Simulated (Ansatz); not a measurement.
[WOCl4]- (WCl₄O⁻): single points at one geometry.

```yaml
crystal:
  periodic: [false, false, false]
  atoms:
    - {symbol: W, position_ang: [-0.000151, 0.000327, 0.141769]}
    - {symbol: O, position_ang: [0.002308, -0.008222, 1.844438]}
    - {symbol: Cl, position_ang: [2.300927, 0.013948, -0.501527]}
    - {symbol: Cl, position_ang: [-0.012872, 2.306033, -0.486794]}
    - {symbol: Cl, position_ang: [-2.302030, -0.010138, -0.498687]}
    - {symbol: Cl, position_ang: [0.011828, -2.301948, -0.499210]}
basis:
  gaussian: {orbitals: def2-TZVPD, initial_orbitals: start.molden}
total_charge: -1
magnetization: {spin_polarized: true, initial_magnetization: 1}
hamiltonian: {xc: pbe, dispersion: d4}
scf: {omitted_lower_state_checks: [starts]}
output: {orbitals: {seedname: orbitals}}
```

The file start.molden holds the orbitals of an earlier run on this structure, at another level or in another basis.

```sh
$ ansatz run in.yaml --threads 4 --pin off --events-out ev --progress --plain --max-ram 4787MiB
```

It prints (some lines left out):

```
Functional definition: PBE
1650 factors; their error is unknown
mean field evaluation 1: about -53955.1360 eV, gradient 1.2e1 eV
mean field evaluation 2: about -53955.3389 eV, gradient 2.9e-1 eV
mean field evaluation 4: about -53955.3187 eV, gradient 5.5e-2 eV
mean field evaluation 8: about -53955.3187 eV, gradient 2.6e-5 eV
mean field -53955.31870588 eV, -1982.8213902126 hartree, gradient 2.6e-5 eV, S^2 0.754390; 0 other end points of the search recorded, 0 dependent functions left out
reference -53955.31877695 eV, -1982.8213928245 hartree; 46, 45 occupied and 221, 222 virtual orbitals, 1650 factors
Total energy: -53955.65427856 eV, -1982.8337222811 hartree
Checks for a lower state left out: starts
```

Run time 13 s (4 threads of AMD EPYC 7R43 on a shared host).

As the first input, with `hamiltonian: {xc: pbe0, dispersion: d4}` (abridged; 33 s):

```
Functional definition: PBE0
mean field -53957.41915798 eV, -1982.8985804036 hartree, gradient 2.5e-5 eV, S^2 0.756833
Total energy: -53957.71047890 eV, -1982.9092862499 hartree
Checks for a lower state left out: starts
```

As the first input, with `hamiltonian: {xc: {name: BHLYP}, dispersion: d4}` (abridged; 37 s):

```
Functional definition: BHLYP
mean field -53971.25976285 eV, -1983.4072132508 hartree, gradient 2.3e-5 eV, S^2 0.757757
Total energy: -53971.78523931 eV, -1983.4265241546 hartree
Checks for a lower state left out: starts
```

Geometry: PBE-D4/def2-SVPD.

In the def2 sets W takes a core potential; there is no spin–orbit coupling. No other spin state of charge -1 was run.
